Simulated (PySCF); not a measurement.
## Excitation energy of Be by level of theory

Be [He] 2s2 (1S) → Be [He] 2s1 3s1 (3S), as a difference of total energies. All numbers are calculated (PySCF 2.14, scalar relativity by spin-free X2C-1e, in x2c-QZVPPall with one added diffuse shell each of s, p type (8s5p2d1f, 40 functions)). Correlated levels: valence: 1s2 frozen. The calculations carry no spin-orbit coupling.

```tsv
method	excitation energy (eV)
UHF	5.334
MP2 (valence)	6.056
SCS-MP2 (valence)	6.246
CCSD (valence)	6.442
```

Question: How much does correlation contribute at MP2 (valence)?

Answer: 6.056 − (5.334) = 0.722 eV, measured against UHF.

Errors of the correlated levels include the incompleteness of this basis and the frozen core.

With two correlated electrons CCSD is exact in that space.

For comparison: 6.457 eV (measured; NIST levels).
